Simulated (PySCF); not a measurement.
A structure optimised at PBE0-D3(BJ)/def2-SVP, used in a PySCF frequency run:

```
Si
H 1 1.4842
I 1 2.4370 2 108.32
I 1 2.4370 2 108.32 3 120.00
I 1 2.4370 2 108.32 3 -120.00
```

Write its SMILES, formula and point group.

I[SiH](I)I, HI3Si, C3v

What are its rotational constants (standard atomic weights)?

0.48637, 0.48637, 0.24801 GHz
